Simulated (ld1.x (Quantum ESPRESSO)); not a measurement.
**Ranking ultrasoft potentials for calcium (Ca)**

All share these settings but for the change named:

calcium, ultrasoft, made with ld1.x (Quantum ESPRESSO) 7.5 (LDA (PZ), scalar-relativistic). Core [Ne], reference 3s2 3p6 3d0 4s2 4p0. Waves: 3s (bound): rcut 1.55, rcutus 1.75 bohr; 4s (bound): rcut 1.55, rcutus 1.75 bohr; 3p (bound): rcut 1.75, rcutus 2.05 bohr; 4p (bound, empty): rcut 1.75, rcutus 2.05 bohr; 3d (bound, empty): rcut 2.15, rcutus 2.80 bohr; 3d channel at 0.35 Ry: rcut 2.15, rcutus 2.80 bohr. Local part: all-electron potential smoothed inside 2.65 bohr (lloc = -1). Core correction: none. Augmentation charge: PSQ, inside the norm-conserving radii.

Test errors are all-electron minus pseudo excitation energies from the reference, over 3s2 3p6 3d0 4s1 4p0; 3s2 3p6 3d0 4s0 4p0; 3s2 3p6 3d0 4s1.5 4p0; 3s2 3p6 3d0 4s0 4p2; 3s2 3p6 3d0 4s0 4p1; 3s2 3p5 3d0 4s2 4p0; 3s2 3p6 3d0.5 4s1.5 4p0. None of these files shows a bound ghost.

Of 9 variants that were run, those that failed, showed a ghost or another fault, or gave nearly equal values are left out.

Problem. Rank these variants by their largest absolute test error, smallest first.
A. wave 3d channel at 0.35 Ry: rcut 2.15, rcutus 2.80 bohr becomes 3d channel at 0.58 Ry: rcut 2.15, rcutus 2.80 bohr
B. wave 3d channel at 0.35 Ry: rcut 2.15, rcutus 2.80 bohr becomes 3d channel at 0.99 Ry: rcut 2.15, rcutus 2.80 bohr
C. wave 3d channel at 0.35 Ry: rcut 2.15, rcutus 2.80 bohr becomes 3d channel at 5.24 Ry: rcut 2.15, rcutus 2.80 bohr
D. wave 3d channel at 0.35 Ry: rcut 2.15, rcutus 2.80 bohr becomes 3d channel at 0.23 Ry: rcut 2.15, rcutus 2.80 bohr
E. wave 3d channel at 0.35 Ry: rcut 2.15, rcutus 2.80 bohr becomes 3d channel at -0.17 Ry: rcut 2.15, rcutus 2.80 bohr

Solution. C (1.5 meV), E (2.1 meV), D (2.5 meV), A (3.5 meV), B (4.5 meV).
